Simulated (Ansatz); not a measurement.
Ansatz (an electronic-structure program) input (wB97X-V/def2-TZVP):

Ansatz 0.2 input:
```yaml
crystal:
  periodic: [false, false, false]
  atoms:
    - {symbol: Pb, position_ang: [-0.00000000, -0.00000000, -0.78916918]}
    - {symbol: Br, position_ang: [0.00000000, 0.00000000, 1.84891064]}
basis:
  gaussian:
    orbitals: def2-TZVP
hamiltonian:
  xc: {name: wB97X-V}
magnetization: {spin_polarized: true, initial_magnetization: 1}
relax: {f_tol: 0.003, max_steps: 100}
```

End of the output:

```
integrals: 0.12 GiB planned
206 factors; integrals over basis functions are off by at most 1.2e-5 eV
mean field: 0.87 GiB planned
mean field evaluation 32: about -75288.5456 eV, gradient 7.3e-5 eV
mean field -75288.54564911 eV, -2766.8030201958 hartree, gradient 7.3e-5 eV, S^2 0.752700; 0 other end points of the search recorded, 0 dependent functions left out
the calculation of the forces begins
reference -75288.54564941 eV, -2766.8030202067 hartree; 29, 28 occupied and 69, 70 virtual orbitals, 868 factors
relax step   3: F+E_penalty+E_count = -75288.54564911 eV  Δ(F+E_penalty+E_count) = -7.669e-4 eV  max|allowed force component| = 8.907e-3 eV/Å  Δτ_max = 0.0067 Å  (35 SCF iters, accepted)
these checks for a lower state are left out or cut short: starts, cluster_reference, orbital_swaps, neighbouring_geometries, increment
integrals: 0.05 GiB planned
868 factors; integrals over basis functions are off by at most 3.1e-4 eV
integrals: 0.12 GiB planned
206 factors; integrals over basis functions are off by at most 1.2e-5 eV
mean field: 0.87 GiB planned
mean field -75288.54565305 eV, -2766.8030203405 hartree, gradient 1.9e-5 eV, S^2 0.752700; 0 other end points of the search recorded, 0 dependent functions left out
the calculation of the forces begins
reference -75288.54565335 eV, -2766.8030203514 hartree; 29, 28 occupied and 69, 70 virtual orbitals, 868 factors
relax step   4: F+E_penalty+E_count = -75288.54565305 eV  Δ(F+E_penalty+E_count) = -3.937e-6 eV  max|allowed force component| = 1.636e-3 eV/Å  Δτ_max = 0.0005 Å  (27 SCF iters, accepted)
integrals: 0.05 GiB planned
868 factors; integrals over basis functions are off by at most 3.1e-4 eV
integrals: 0.12 GiB planned
206 factors; integrals over basis functions are off by at most 1.2e-5 eV
mean field: 0.87 GiB planned
mean field -75288.54565305 eV, -2766.8030203405 hartree, gradient 1.9e-5 eV, S^2 0.752700; 1 other end points of the search recorded, 0 dependent functions left out
the calculation of the forces begins
reference -75288.54565335 eV, -2766.8030203514 hartree; 29, 28 occupied and 69, 70 virtual orbitals, 868 factors
Total energy: -75288.54565335 eV, -2766.8030203514 hartree
Atom 0 at    -0.000000     0.000000    -0.770213 Å, force    -0.000000    -0.000000    -0.001636 eV/Å
Atom 1 at     0.000000    -0.000000     1.829954 Å, force    -0.000000    -0.000000     0.001636 eV/Å
Dipole moment:     0.000000    -0.000000    -0.780756 e Å
```
